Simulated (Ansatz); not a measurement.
Gas-phase electronic energies from Ansatz, PBE0-D4/def2-TZVP geometries. CCSD(T)/CBS adds triple-zeta CCSD(T) − MP2 to the extrapolated MP2 energy (def2 sets, frozen cores). This one scheme is used for every species. DFT in def2-TZVPP. B3LYP here is the variant with VWN-RPA as its local correlation; programs differ in this. Elements past krypton have def2 core potentials. For Sn outer-core shells are correlated without core-valence functions, which leaves a few kJ/mol of doubt a bond. One conformer a species, not always the lowest.

Consider the formal hydrolysis of the Si–N bond: `C[SiH2][NH][SnH3]` + H₂O → `C[SiH2]O` + `[NH2][SnH3]`.

```
             level  ΔE (kJ/mol)  difference from CCSD(T)/CBS
         r2SCAN-D4        -32.9                         -9.9
          B3LYP-D4        -29.7                         -6.7
           ωB97X-V        -30.7                         -7.7
            B2PLYP        -36.4                        -13.4
               PBE        -36.8                        -13.8
              PBE0        -33.8                        -10.8
     HF/def2-TZVPP        -41.3                        -18.3
    MP2/def2-TZVPP        -24.9                         -1.9
SCS-MP2/def2-TZVPP        -28.9                         -5.9
   CCSD/def2-TZVPP        -28.6                         -5.6
CCSD(T)/def2-TZVPP        -26.8                         -3.8
    MP2/def2-QZVPP        -22.5                          0.5
SCS-MP2/def2-QZVPP        -26.7                         -3.7
      HF/CBS(def2)        -40.6                        -17.6
     MP2/CBS(def2)        -21.1                          1.9
    CCSD/CBS(def2)        -24.8                         -1.8
       CCSD(T)/CBS        -23.0                            0
```

Largest T1 diagnostic among the species: 0.013.

The D4 term adds +12.6 kJ/mol with B3LYP and +7.2 kJ/mol with PBE0; it sums over pairs of atoms, weighted by their polarisabilities, and B3LYP, whose exchange is more repulsive, gets the larger term. In def2-TZVPP, CCSD(T) changes the Hartree–Fock value by +14.5 kJ/mol (the triples alone add +1.8 kJ/mol) and MP2 by +16.4 kJ/mol.
